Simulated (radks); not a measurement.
Initial-state core-level shifts of neutral rhenium when its valence configuration changes from [Xe] 4f14 5d5 6s2. Method: scalar-relativistic Kohn-Sham, PBE, spin-polarised, spherical densities, finite nucleus; open shells are filled with parallel spins first (spin-orbit coupling, left out, can overturn this in heavy ions); Fermi nuclear charge, rms radius 5.3698 fm; computed with a radial shooting solver on a logarithmic mesh with Libxc functionals. Shifts are changes of the shell-averaged eigenvalues in eV (positive: less bound); the change of the density at the nucleus, which sets a Mossbauer isomer shift, is in e/bohr^3, on a base of 1.649e+06.

valence                    1s       3d       4s      5p  density at nucleus
4f13 5d6 6s2          -10.321  -12.600  -11.392  -3.132              +100.3
4f14 5d6 6s1           +2.057   +2.137   +2.131  +1.942               -88.4
4f13 5d5 6s2 6p1      -14.551  -16.916  -15.688  -7.068              +137.1
4f13 5d8               -6.127   -8.228   -7.047  +0.798               -90.6
4f12 5d8 6s1          -18.387  -23.050  -20.364  -3.635               +99.0
4f12 5d7 6s2          -21.055  -25.812  -23.101  -6.102              +204.6
4f13.5 5d5 6s2 6p0.5   -7.137   -8.291   -7.717  -3.498               +67.1
4f14 5d4.5 6s2 6p0.5   -2.164   -2.200   -2.191  -2.062               +18.7
4f14 5d3 6s2 6p2       -8.812   -8.974   -8.913  -8.214               +77.3
